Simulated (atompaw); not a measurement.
PBE PAW (atompaw) dataset for Pd (Z = 46), scalar-relativistic all-electron reference.

The input file (atompaw 4.2.0.5):

```
Pd 46
GGA-PBE scalarrelativistic loggrid 1500 logderivrange -9 5 351
5 5 4 0 0 0
5 0 0
5 1 0
4 2 9.5
0 0 0
c
c
c
v
v
c
c
v
v
c
v
3
1.80 1.40 1.35 1.30
n
n
y
0.45
n
y
0.45
y
2.8
n
bloechl sinc
4 0 troulliermartins
PWSCFOUT
UPFDX 0.0125d0 UPFXMIN -7.d0 UPFZMESH 46.d0
END
```

Command:

```bash
atompaw < Pd.input > Pd.log
```

Resulting log (summary file):

```
Completed calculations for Pd (AE)

 Exchange-correlation type: GGA, Perdew-Burke-Ernzerhof

 Radial integration grid is logarithmic
 r0 =   1.8796965E-04 h =   8.6466038E-03   n =      1500 rmax =   8.0000000E+01

 Scalar relativistic calculation

 AEatom converged in  40 iterations
   nz     =  46.00
   delta  =       1.723644994689E-15

 All Electron Orbital energies:
  n  l      occupancy      energy
  1  0      2.0000000E+00 -1.7765835E+03
  2  0      2.0000000E+00 -2.5971175E+02
  3  0      2.0000000E+00 -4.7139467E+01
  4  0      2.0000000E+00 -6.6616469E+00
  5  0      0.0000000E+00 -5.1147883E-01
  2  1      6.0000000E+00 -2.3288010E+02
  3  1      6.0000000E+00 -3.8320016E+01
  4  1      6.0000000E+00 -4.1506951E+00
  5  1      0.0000000E+00 -2.1801214E-01
  3  2      1.0000000E+01 -2.4313972E+01
  4  2      9.5000000E+00 -6.6209643E-01

 Total energy
   Total                    :   -10091.54521008357915

 ---
 Completed calculations for Pd (SC)

 Exchange-correlation type: GGA, Perdew-Burke-Ernzerhof

 Radial integration grid is logarithmic
 r0 =   1.8796965E-04 h =   8.6466038E-03   n =      1500 rmax =   8.0000000E+01

 Scalar relativistic calculation

 SCatom converged in   6 iterations
   nz     =  46.00
   delta  =       4.432089622438E-16

 Valence Electron Orbital energies:
  n  l      occupancy      energy
   4  0      2.0000000E+00 -6.6616469E+00
   5  0      0.0000000E+00 -5.1147883E-01
   4  1      6.0000000E+00 -4.1506951E+00
   5  1      0.0000000E+00 -2.1801214E-01
   4  2      9.5000000E+00 -6.6209643E-01

 Total energy
   Total                    :   -10091.54521004418530
   Valence                  :     -511.51613664780621

 PAW parameters:
       lmax =            3
         rc =    1.8125103782544942
        irc =         1062
   rc_shape =    1.4104823929743746
    rc_vloc =    1.3507943973316165
    rc_core =    1.3048675608865503
   Vloc: Norm-conserving Troullier-Martins with l= 4;e=   0.0000E+00
   Projector type: Bloechl + Gram-Schmidt ortho.
   Sinc^2 compensation charge shape zeroed at   1.4105E+00

 Number of basis functions     8
 No.   n  nodes  l      Energy         Cp coeff         Occ
  1    4    3    0   -0.6661647E+01 -0.1834623E+02  0.2000000E+01
  2    5    4    0   -0.5114788E+00 -0.2414191E+02  0.0000000E+00
  3    4    2    1   -0.4150695E+01 -0.1111419E+02  0.6000000E+01
  4    5    3    1   -0.2180121E+00 -0.1430984E+02  0.0000000E+00
  5    4    1    2   -0.6620964E+00 -0.4367251E+01  0.9500000E+01
  6  999    2    2    0.4500000E+00  0.3475914E+02  0.0000000E+00
  7  999    0    3    0.4500000E+00  0.1048990E+01  0.0000000E+00
  8  999    1    3    0.2800000E+01  0.4459417E+02  0.0000000E+00

 Eigenvalues of overlap operator (in the basis of projectors):
    1        1.26695165E-02
    2        8.13863935E-02
    3        3.37090899E-01
    4        4.80328333E-01
    5        6.62122454E-01
    6        4.04366716E+00
    7        6.62207074E+00
    8        1.15148962E+01

 Orbital leakage outside PAW augmentation regions
   orb  is_core?  %out_of_sphere
   1 0    T          -0.00
   2 0    T           0.00
   3 0    T           0.00
   4 0    F           1.50
   5 0    F          90.38
   2 1    T           0.00
   3 1    T           0.00
   4 1    F           3.98
   5 1    F          97.30
   3 2    T           0.00
   4 2    F          26.99

 Summary of PAW energies
   Total valence energy     :   -511.51615475762435
   Smooth energy            :     97.79877339516648
   One center               :   -609.31492815279080
   Smooth kinetic           :    175.09558557491596
   Vloc energy              :    -77.86072706613021
   Smooth exch-corr         :    -55.73213630657147
   One-center xc            :   -231.78745393399686
```

The run took about 6.8 s on one core of a shared server CPU.
